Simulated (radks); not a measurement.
The numbers below are computed, except where a source is named.
Spherical quantum dot in the effective-mass picture: electrons in a hard-walled sphere of radius 1.82, all in effective atomic units (hartree* = m*/eps^2 hartree, bohr* = eps/m* bohr), one dielectric constant everywhere. Level of theory: non-relativistic Kohn-Sham, LDA (Slater exchange, Perdew-Wang correlation), spin-polarised, spherical densities (a radial shooting solver with Libxc functionals). Levels are named by radial order and angular momentum (1s, 1p, 1d, 2s, ...), and open shells are averaged over m. Results are scaled to m* = 0.046 and eps = 6.3, for which hartree* = 31.54 meV and bohr* = 7.247 nm.

N = 4, configuration 1s2 1p(up 2, down 0). This is the lowest configuration that the search found. Occupied and some empty levels:

level,occupation,eigenvalue (meV),<r> (nm)
1s up,1,134.91,7.030
1s down,1,140.28,7.006
1p up,2,177.95,8.042
1p down,0,183.65,8.043
1d up,0,236.21,8.685
1d down,0,241.89,8.692
2s up,0,277.59,6.441
2s down,0,281.51,6.449
1f up,0,307.99,9.145
1f down,0,313.55,9.154

Energy (meV): total 435.957, kinetic 289.74, external 0, Hartree 217.46, exchange-correlation -71.243.
